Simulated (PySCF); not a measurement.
SiBr₂F, SMILES Br[Si](F)Br, multiplicity 2. Coordinates come from a PBE-D3(BJ)/def2-SVP optimisation.

Computed equilibrium geometry at PBE-D3(BJ)/def2-SVP (PySCF confirms it by a frequency run) as Cartesian coordinates in Å, and its point group:
point group Cs.
```xyz
4

Si     0.4990    -0.7237     0.0000
Br    -0.0550     0.4178    -1.8479
Br    -0.0550     0.4178     1.8479
F     -0.3486    -2.1239     0.0000
```
Charge 0, spin multiplicity 2.
